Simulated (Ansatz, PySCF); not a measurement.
Species: C$_{2}$H$_{2}$F$_{2}$ (charge 0, singlet). 
Coordinates optimised at B3LYP-D3(BJ)/def2-TZVP (Ansatz, a quantum-chemistry and plane-wave program):
```xyz
6

F      1.6237    -0.7088     0.0066
C      0.6296     0.1973    -0.0125
C     -0.6296    -0.1973     0.0125
F     -1.6237     0.7088    -0.0066
H      0.9618     1.2250    -0.0485
H     -0.9618    -1.2250     0.0485
```

Property: vertical ionisation energy (to the doublet state of charge +1; each state is the SCF solution reached for its spin), in eV. Correlated levels leave the core frozen unless marked. Open shells are spin-unrestricted. Spin-orbit coupling is left out. No relativistic terms. 

| level | program | vertical ionisation energy (eV) |
|---|---|---|
| HF/aug-cc-pVDZ | Ansatz | 9.43 |
| SVWN5/def2-TZVPD | Ansatz | 10.46 |
| r2SCAN/def2-TZVPD | Ansatz | 10.17 |
| CAM-B3LYP/def2-TZVPD | Ansatz | 10.43 |
| RI-MP2/aug-cc-pVTZ | Ansatz | 10.62 |
| RI-MP2/aug-cc-pVQZ | Ansatz | 10.68 |

For comparison, minus the highest occupied orbital energy (PySCF): 9.03 eV at M06-2X/def2-TZVPD, 6.52 eV at SVWN5/def2-TZVPD, 10.68 eV at HF/def2-TZVPD.
